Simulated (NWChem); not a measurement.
System: C₂H₇FOSi; SMILES O(C)[SiH2]CF

Output (shortened):

```
             Northwest Computational Chemistry Package (NWChem) 7.3.0
             --------------------------------------------------------

                             Geometry "geometry" -> ""
                             -------------------------

 Output coordinates in angstroms (scale by  1.889725989 to convert to a.u.)

  No.       Tag          Charge          X              Y              Z
 ---- ---------------- ---------- -------------- -------------- --------------
    1 C                    6.0000     0.74091700     2.33159800     0.21369300
    2 O                    8.0000    -0.12313000     1.49520700    -0.50230800
    3 Si                  14.0000    -0.69261300     0.01567400     0.00200700
    4 C                    6.0000     0.63382200    -1.33183000    -0.18974300
    5 F                    9.0000     0.09234800    -2.53098700     0.23783900
    6 H                    1.0000     0.45598500     2.41563700     1.27919700
    7 H                    1.0000     1.78875900     1.98196000     0.16843800
    8 H                    1.0000     0.70574500     3.34047300    -0.22560300
    9 H                    1.0000    -1.85460000    -0.32034000    -0.86242500
   10 H                    1.0000    -1.09956900     0.07300000     1.44139700
   11 H                    1.0000     0.95496300    -1.43290200    -1.24195500
   12 H                    1.0000     1.53786800    -1.11208800     0.40673400

 Effective nuclear repulsion energy (a.u.)     239.3420143242

                                 NWChem DFT Module
                                 -----------------

 Summary of "ao basis" -> "ao basis" (spherical)
 ------------------------------------------------------------------------------
       Tag                 Description            Shells   Functions and Types
 ---------------- ------------------------------  ------  ---------------------
 C                          def2-svp                 6       14   3s2p1d
 O                          def2-svp                 6       14   3s2p1d
 Si                         def2-svp                 8       18   4s3p1d
 F                          def2-svp                 6       14   3s2p1d
 H                          def2-svp                 3        5   2s1p

 in cosmo_initialize ...
 calling solv_data for solv:methanol

[...]

                                COSMO-SMD solvation results
                                ---------------------------

             internal energy in gas <Psi(g)|H|Psi(g)> =      -544.576247685330
         internal energy in solvent <Psi(s)|H|Psi(s)> =      -544.574985355000
                               delta internal energy  =         0.001262330329 (    0.79 kcal/mol)
   total free energy in solvent <Psi(s)|H+V/2|Psi(s)> =      -544.584400232723
 polarization energy contribution <Psi(s)|V/2|Psi(s)> =        -0.009414877723 (   -5.91 kcal/mol)
    total free energy in solvent including G(SMD-CDS) =      -544.582299732603
                       G(SMD-CDS) energy contribution =         0.002100500120 (    1.32 kcal/mol)
     1 M fixed-concentration free energy of solvation =        -0.006052047273 (   -3.80 kcal/mol)

                       DFT Final Molecular Orbital Analysis
                       ------------------------------------

 Vector   23  Occ=2.000000D+00  E=-3.916660D-01
              MO Center=  1.7D-01,  3.6D-01,  2.1D-02, r^2= 4.5D+00
   Bfn.  Coefficient  Atom+Function         Bfn.  Coefficient  Atom+Function
  ----- ------------  ---------------      ----- ------------  ---------------
    18      0.252706   2 O  px               80     -0.212602   7 H  s
    21      0.194994   2 O  px                4     -0.190486   1 C  px
   100     -0.184100  11 H  s                95     -0.179484  10 H  s
    64     -0.144241   5 F  px               50     -0.142748   4 C  px
    52      0.142547   4 C  pz               38     -0.135868   3 Si pz

 Vector   24  Occ=2.000000D+00  E=-3.735920D-01
              MO Center= -2.6D-01,  1.1D+00,  4.9D-02, r^2= 3.5D+00
   Bfn.  Coefficient  Atom+Function         Bfn.  Coefficient  Atom+Function
  ----- ------------  ---------------      ----- ------------  ---------------
    20      0.402397   2 O  pz               23      0.317501   2 O  pz
    95     -0.210944  10 H  s                75     -0.204614   6 H  s
     6     -0.196517   1 C  pz               90      0.170575   9 H  s
    96     -0.161767  10 H  s                85      0.147346   8 H  s
    38     -0.146526   3 Si pz               91      0.146471   9 H  s

 Vector   25  Occ=2.000000D+00  E=-3.398053D-01
              MO Center=  1.2D-01,  1.0D-01, -1.1D-01, r^2= 4.0D+00
   Bfn.  Coefficient  Atom+Function         Bfn.  Coefficient  Atom+Function
  ----- ------------  ---------------      ----- ------------  ---------------
    18      0.300694   2 O  px               50      0.257833   4 C  px
    21      0.245311   2 O  px               19     -0.208758   2 O  py
    49     -0.200562   4 C  s                51     -0.198534   4 C  py
    64      0.176525   5 F  px               53      0.175573   4 C  px
    22     -0.171632   2 O  py               80     -0.166848   7 H  s

 Vector   26  Occ=0.000000D+00  E= 5.653938D-02
              MO Center= -4.4D-01, -4.6D-02,  7.6D-02, r^2= 4.3D+00
   Bfn.  Coefficient  Atom+Function         Bfn.  Coefficient  Atom+Function
  ----- ------------  ---------------      ----- ------------  ---------------
    40      0.985510   3 Si py               17     -0.648132   2 O  s
     3     -0.555297   1 C  s                39      0.332348   3 Si px
    54      0.304211   4 C  py               76      0.302240   6 H  s
    91      0.294278   9 H  s                81      0.255703   7 H  s
    63      0.249989   5 F  s                41     -0.244706   3 Si pz

[...]
```

Level: M06-2X/def2-SVP, SMD on the gas-phase geometry. Geometry: optimised at PBE0/def2-SVP. No frequency run checked for a minimum. Solvent: methanol.

Q: Reconstruct the input file.

A: This is not unique; one that fits is the input that was run:
```
start job
memory heap 200 mb stack 900 mb global 1100 mb
geometry units angstroms noautosym nocenter noautoz
  C      0.740917     2.331598     0.213693
  O     -0.123130     1.495207    -0.502308
  Si    -0.692613     0.015674     0.002007
  C      0.633822    -1.331830    -0.189743
  F      0.092348    -2.530987     0.237839
  H      0.455985     2.415637     1.279197
  H      1.788759     1.981960     0.168438
  H      0.705745     3.340473    -0.225603
  H     -1.854600    -0.320340    -0.862425
  H     -1.099569     0.073000     1.441397
  H      0.954963    -1.432902    -1.241955
  H      1.537868    -1.112088     0.406734
end
basis spherical
  C library def2-svp
  O library def2-svp
  Si library def2-svp
  F library def2-svp
  H library def2-svp
end
dft
  xc m06-2x
  iterations 150
end
cosmo
  do_cosmo_smd true
  solvent methanol
end
task dft energy
```
